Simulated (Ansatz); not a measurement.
A made-up structure of Al2H4Se, closed shell:

```json
{"atom": "Al1", "x (Å)": "-1.1487", "y (Å)": "0.2264", "z (Å)": "-0.7856"}
{"atom": "Se2", "x (Å)": "0.9062", "y (Å)": "-0.0078", "z (Å)": "-1.4509"}
{"atom": "Al3", "x (Å)": "1.2087", "y (Å)": "-0.2273", "z (Å)": "0.6894"}
{"atom": "H4", "x (Å)": "-1.7940", "y (Å)": "0.4159", "z (Å)": "-1.9566"}
{"atom": "H5", "x (Å)": "-1.8351", "y (Å)": "0.1942", "z (Å)": "0.7620"}
{"atom": "H6", "x (Å)": "2.5451", "y (Å)": "-0.4109", "z (Å)": "0.7577"}
{"atom": "H7", "x (Å)": "0.1178", "y (Å)": "-0.1906", "z (Å)": "1.9841"}
```

It is relaxed with PBE-D4/def2-SVP and then PBE0-D4/def2-TZVP (Ansatz 0.2.0). Atoms count as bonded within 1.22 times the sum of their covalent radii (H–H: 0.88 Å). The end point is not checked to be a true minimum.

Q: Does its bonding change? (A judgement: the text doesn't fix the answer.)

A: By the calculation: Yes. Formed: none; broken: Al1–Al3.

Where it ends: The first stage lowers the energy by 2.24 eV in 7 steps. It ends as Al₂H₄Se ([AlH2][Se][AlH2]):
```
7
angstrom
Al -1.4269 0.2791 -0.9548
Se 0.8398 -0.0061 -1.3442
Al 1.4827 -0.2797 0.8654
H -2.3313 0.5136 -2.2298
H -1.9992 0.2357 0.5176
H 3.0253 -0.5106 1.1214
H 0.4096 -0.2319 2.0245
```

Labels in which every atom is bracketed show which atoms are joined, not bond orders.

For scale, one of the runs: PBE0-D4/def2-TZVP relaxation, 146 basis functions, launched by `ansatz run in.yaml --threads 2 --pin off --events-out ev --progress --plain --max-ram 4352MiB`. The run took about 14 s on 2 CPU threads of an Arm Neoverse V1 (shared host).
